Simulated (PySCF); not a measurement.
**Field gradients at the hydrogen positions**

Species: C₇H₁₀N₂.
Geometry (PBE0-D3(BJ)/def2-SVP, Å), atoms numbered from 1 in this order:
```xyz
19
C7H10N2 angstrom
C     -2.0462   -1.0378   -0.0714
N     -1.2996    0.1858   -0.1621
C     -2.0201    1.4081   -0.4114
C      0.0608    0.1800   -0.0031
C      0.7678   -1.0227    0.2510
C      2.1436   -0.9630    0.4024
C      2.8063    0.2619    0.3042
C      2.0207    1.3827    0.0528
N      0.7031    1.3517   -0.0959
H     -3.1104   -0.8187   -0.2254
H     -1.7423   -1.7733   -0.8384
H     -1.9443   -1.5209    0.9176
H     -2.7509    1.6142    0.3909
H     -1.2979    2.2310   -0.4522
H     -2.5652    1.3629   -1.3707
H      0.2523   -1.9790    0.3277
H      2.7030   -1.8816    0.5990
H      3.8880    0.3451    0.4184
H      2.4872    2.3718   -0.0341
```

Level: PBE0/pcSseg-1 (PySCF, non-relativistic); Q(2H) = 0.00286 b; rigid geometry, the same for H and D, with no vibrational averaging.

Problem. Rank these positions by the coupling χzz of a deuteron there, largest first.
A. H19 (aromatic hydrogen)
B. H12 (methyl hydrogen)
C. H18 (aromatic hydrogen)
D. H17 (aromatic hydrogen)

Solution. C (208 kHz), D (203 kHz), A (197 kHz), B (186 kHz).

Problem. Tabulate Vzz, the asymmetry η and χzz = 234.96 MHz × Q × Vzz for every hydrogen position.

Solution. 
```csv
atom,bonded to,bond length (Å),Vzz (au),η,χzz (kHz)
H10,C1,1.097,0.2903,0.08,195
H11,C1,1.105,0.2774,0.05,186
H12,C1,1.105,0.2772,0.05,186
H13,C3,1.105,0.2814,0.07,189
H14,C3,1.096,0.2823,0.04,190
H15,C3,1.104,0.2817,0.07,189
H16,C5,1.089,0.3115,0.11,209
H17,C6,1.093,0.3022,0.05,203
H18,C7,1.091,0.3100,0.09,208
H19,C8,1.097,0.2933,0.06,197
```

Problem. How does χzz go with the bond length over the 10 C–H bonds?

Solution. A straight-line fit has a slope of -13.0 kHz for each 0.01 Å, with a correlation coefficient of -0.92, over lengths from 1.089 to 1.105 Å. The longer bonds have the smaller couplings here.

Isolated species at its PBE0-D3(BJ)/def2-SVP geometry, gas phase. With a basis this small, the couplings can be 20 % off.
